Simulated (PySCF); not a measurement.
**Spinor energies of Nd (neodymium, neutral)**

Start: [Xe] 4f4 6s2; 4f5/2 filled at m_j = -1/2, +1/2, +3/2, +5/2. Calculated with PySCF 2.14 in x2c-TZVPPall-2c: generalised Hartree-Fock with the X2C-1e Hamiltonian and a Gaussian nucleus; one run each with spin-orbit coupling (SO) switched off, then screened by Boettger's factors.

| spinor shell | electrons | ε, spin-free (eV) | ε, screened SO (eV) | weight of nominal j (screened SO) | rms radius, screened SO (bohr) |
| --- | --- | --- | --- | --- | --- |
| 1s1/2 | 2 | -43782.8 | -43776.1 | 1.000 | 0.0269 |
| 2s1/2 | 2 | -7194.5 | -7192.4 | 1.000 | 0.109 |
| 2p1/2 | 2 | -6425.0 | -6789.7 | 1.000 | 0.0938 |
| 2p3/2 | 4 | -6425.0 | -6265.6 | 1.000 | 0.0998 |
| 3s1/2 | 2 | -1607.8 | -1607.1 | 1.000 | 0.283 |
| 3p1/2 | 2 | -1359.8 | -1434.4 | 1.000 | 0.275 |
| 3p3/2 | 4 | -1359.8 | -1326.7 | 1.000 | 0.288 |
| 3d3/2 | 4 | -1015.4 | -1029.2 | 0.997 | 0.260 |
| 3d5/2 | 6 | -1015.4 | -1005.4 | 0.998 | 0.263 |
| 4s1/2 | 2 | -339.99 | -339.76 | 1.000 | 0.645 |
| 4p1/2 | 2 | -256.06 | -273.49 | 0.982 | 0.668 |
| 4p3/2 | 4 | -256.06 | -248.17 | 0.991 | 0.694 |
| 4d3/2 | 4 | -133.56 | -139.85 | 0.773 | 0.762 |
| 5s1/2 | 2 | -50.337 | -50.296 | 1.000 | 1.59 |
| 5p1/2 | 2 | -27.659 | -30.478 | 0.924 | 1.79 |
| 5p3/2 | 4 | -27.659 | -26.383 | 0.962 | 1.91 |
| 4f5/2 | 4 | -11.963 | -11.972 | 0.700 | 1.15 |
| 6s1/2 | 2 | -4.730 | -4.731 | 1.000 | 5.12 |

Task: Where does 4d5/2 lie, and what is the 4d spin-orbit splitting (screened SO)?

Result: At -129.15 eV, 10.703 eV above 4d3/2.

```csv
quantity,spin-free,screened SO
E (hartree),-9617.46535,-9622.28320
M_J,4,4
⟨J²⟩,24.013,23.436
⟨L²⟩,42.008,41.891
⟨S²⟩,6.005,5.998
```

The determinant has a definite M_J but mixes levels of different J.

Each row is a mean over spinors that exchange with the open shell spreads, by up to 10.004 eV (4d3/2).

Rows whose weight is well below 1 are mixtures of j = l ± 1/2: exchange outweighs spin-orbit coupling there, and the label is only the starting occupation.

Breit and QED terms are absent; they matter most for the inner s and p1/2 levels.

Densities and radii are taken from the X2C orbitals without a picture-change correction, which distorts them close to the nucleus.

Without spin-orbit coupling the j labels of p, d and f shells carry no meaning; the spin-free column gives the mean over the occupied spinors of each nl shell, and its ⟨J²⟩ belongs to a mixture of degenerate components.
